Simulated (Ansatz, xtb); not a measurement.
# Two isomers of C5H5NSi

Structure X: `N#CC1=CC=C[SiH2]1`, a singlet. Structure Y: `C=C1C=C(C#N)[SiH2]1`, a singlet. Both are isolated molecules in the gas phase, relaxed with PBE0-D3(BJ)/def2-SVP.

Q: Estimate which is lower in electronic energy at CCSD(T)/def2-SVP + ΔMP2/def2-TZVPP, and by roughly how much.

A: The CCSD(T)/def2-SVP + ΔMP2/def2-TZVPP calculation puts structure X lower, by 18.0 kcal/mol.

Level by level:

```json
{"level": "GFN2-xTB", "geometry": "GFN2-xTB", "E(Y) − E(X) (kcal/mol)": "+17.6", "departure from the last row (kcal/mol)": "−0.4", "job, with rough time for the two": "optimisation, 0.14 s"}
{"level": "HF/STO-3G", "geometry": "GFN2-xTB", "E(Y) − E(X) (kcal/mol)": "+28.3", "departure from the last row (kcal/mol)": "+10.3", "job, with rough time for the two": "single point, 0.42 s"}
{"level": "r2SCAN-D4/def2-SVP", "geometry": "GFN2-xTB", "E(Y) − E(X) (kcal/mol)": "+18.6", "departure from the last row (kcal/mol)": "+0.5", "job, with rough time for the two": "single point, 5.5 s"}
{"level": "PBE0-D3(BJ)/def2-SVP", "geometry": "PBE0-D3(BJ)/def2-SVP", "E(Y) − E(X) (kcal/mol)": "+18.2", "departure from the last row (kcal/mol)": "+0.2", "job, with rough time for the two": "optimisation, 41 s"}
{"level": "HF/def2-SVP", "geometry": "PBE0-D3(BJ)/def2-SVP", "E(Y) − E(X) (kcal/mol)": "+18.4", "departure from the last row (kcal/mol)": "+0.4", "job, with rough time for the two": "part of the CCSD(T) run"}
{"level": "MP2/def2-SVP", "geometry": "PBE0-D3(BJ)/def2-SVP", "E(Y) − E(X) (kcal/mol)": "+19.2", "departure from the last row (kcal/mol)": "+1.2", "job, with rough time for the two": "part of the CCSD(T) run"}
{"level": "CCSD(T)/def2-SVP", "geometry": "PBE0-D3(BJ)/def2-SVP", "E(Y) − E(X) (kcal/mol)": "+19.0", "departure from the last row (kcal/mol)": "+1.0", "job, with rough time for the two": "single point"}
{"level": "CCSD(T)/def2-SVP + ΔMP2/def2-TZVPP", "geometry": "PBE0-D3(BJ)/def2-SVP", "E(Y) − E(X) (kcal/mol)": "+18.0", "departure from the last row (kcal/mol)": "", "job, with rough time for the two": "single point, 70 s"}
```

As drawn, both hold the same kinds of bond in the same numbers. Structure X has a 5-membered ring, Y a 4-membered ring.

The levels shown agree on the order. The largest departure from CCSD(T)/def2-SVP + ΔMP2/def2-TZVPP is that of HF/STO-3G, 10.3 kcal/mol. The last row adds to CCSD(T) the change of the MP2 difference between the two basis sets, here −1.0 kcal/mol.

With thermal terms from frequencies at re-optimised GFN2-xTB minima (ideal gas, soft modes damped towards free rotors, one conformer each, 298.15 K, 1 atm): on the last row, ΔE + ΔZPE = +17.2, ΔH = +17.5, ΔG = +16.9 kcal/mol.

The correlated steps freeze 11 core orbitals. Codes used: Ansatz 0.2.0, xtb 6.7.1; the last row on 2 threads of Arm Neoverse V2 on a shared host.
